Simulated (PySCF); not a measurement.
# Dipole response of Ni (nickel, neutral)

[Ar] 3d8 4s2, high-spin 3F determinant. Computed with PySCF 2.14 in def2-TZVPPD (6s6p4d2f1g, 67 functions), with the non-relativistic Hamiltonian (point nucleus). Coupled (time-dependent) response in atomic units; α is the mean over directions.

```
method  mean α (bohr³)  C₆ (like pair)  S(−4)
 HSE06           49.97           390.9   1322
```

S(−4) is the Cauchy moment in α(ω) = α(0) + S(−4) ω² + …

Reference α: 49 ± 3 bohr³ (recommended; Schwerdtfeger and Nagle, table of static dipole polarizabilities (2023 update)). Published C₆: 373.0 (Chu and Dalgarno (2004); Tang, Norbeck and Certain (1976)).

α(iu) at HSE06:

```json
{"u (hartree)": "0", "α(iu) (bohr³)": "49.97"}
{"u (hartree)": "0.0500", "α(iu) (bohr³)": "46.89"}
{"u (hartree)": "0.100", "α(iu) (bohr³)": "39.74"}
{"u (hartree)": "0.200", "α(iu) (bohr³)": "25.31"}
{"u (hartree)": "0.300", "α(iu) (bohr³)": "16.33"}
{"u (hartree)": "0.500", "α(iu) (bohr³)": "8.249"}
{"u (hartree)": "0.750", "α(iu) (bohr³)": "4.610"}
{"u (hartree)": "1.00", "α(iu) (bohr³)": "3.086"}
{"u (hartree)": "1.50", "α(iu) (bohr³)": "1.835"}
{"u (hartree)": "2.00", "α(iu) (bohr³)": "1.312"}
{"u (hartree)": "3.00", "α(iu) (bohr³)": "0.8262"}
{"u (hartree)": "5.00", "α(iu) (bohr³)": "0.4297"}
```
